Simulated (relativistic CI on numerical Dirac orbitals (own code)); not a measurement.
Sb3+: calculation against measurement

Computed by Dirac-Coulomb-Breit CI, separate exchange-only KLI orbitals for each configuration, a model potential for QED, valence Slater integrals scaled by 0.85, P86 correlation energy added to each configuration (own radial code, finite nucleus).

Configuration list (outside the closed core [Kr] 4d10): 5s², 5s5p, 5p², 5s5d, 5s5f, 5d², 5s5g, 5s6s, 5p5d, 5s6p, 4f², 5s4f, 4f5p, 5s6d, 5s7s, 5f². Levels of other configurations are missing.

| Configuration | Term (tabulated) | J | Measured (cm⁻¹) | Computed | Error | Purity (%) |
| --- | --- | --- | --- | --- | --- | --- |
| 5s² | 1S | 0 | 0.0 | 0 | 0 | 97 |
| 5s5p | 3P° | 1 | 66700.0 | 62199 | -4501 | 99 |
| 5s5p | 3P° | 2 | 72560.0 | 67690 | -4870 | 100 |
| 5s5p | 1P° | 1 | 95952.0 | 95251 | -701 | 96 |
| 5p² | 3P | 0 | 152076.0 | 149217 | -2859 | 95 |
| 5p² | 1D | 2 | 155956.0 | 151236 | -4720 | 62 |
| 5p² | 3P | 1 | 156388.0 | 153089 | -3299 | 100 |
| 5p² | 3P | 2 | 163524.0 | 159316 | -4208 | 83 |
| 5s5d | 3D | 1 | 178914.0 | 174565 | -4349 | 99 |
| 5s5d | 3D | 2 | 179264.0 | 174876 | -4388 | 99 |
| 5s6s | 3S | 1 | 188622.0 | 184302 | -4320 | 100 |
| 5s6p | 1P° | 1 | 219028.0 | 216634 | -2394 | 95 |
| 5s4f | 3F° † | 2 | 227059.0 | 227338 | 279 | 86 |
| 5s4f | 3F° † | 3 | 227144.0 | 227556 | 412 | 83 |
| 5s4f | 1F° | 3 | 229592.0 | 229072 | -520 | 84 |
| 5s6d | 3D | 1 | 254683.0 | 249774 | -4909 | 100 |
| 5s6d | 3D | 2 | 254826.0 | 249897 | -4929 | 100 |
| 5s6d | 3D | 3 | 255079.0 | 250107 | -4972 | 100 |
| 5s6d | 1D | 2 | 255558.0 | 252711 | -2847 | 97 |
| 5s7s | 3S | 1 | 257771.0 | 252891 | -4880 | 100 |
| 5s7s | 1S | 0 | 262912.0 | 255119 | -7793 | 100 |

Measured levels from Moore, Atomic Energy Levels, vol. III, NSRDS-NBS 35 (1971 reprint of NBS Circular 467, 1958); pairs were made by configuration, J and term (by order where the table uses no LS term), so strongly mixed levels may be paired wrongly. The analysis dates from before 1960.

Mean error by configuration (cm⁻¹): 5s5p -3357; 5p² -3772; 5s5d -4369; 5s6s -4320; 5s6p -2394; 5s4f -520; 5s6d -4415; 5s7s -6336. Over the excited levels the mean absolute error is 3970 cm⁻¹ (20 of the 20 excited levels that our extract of the source holds in range could be paired), and the median relative error of those above 1,000 cm⁻¹ is 2 %. † marks terms whose computed intervals miss the measured ones by more than a factor of 2.5, or configurations far off the rest, from wrong mixing, a near crossing or a doubtful label or measurement; they are left out of the means.
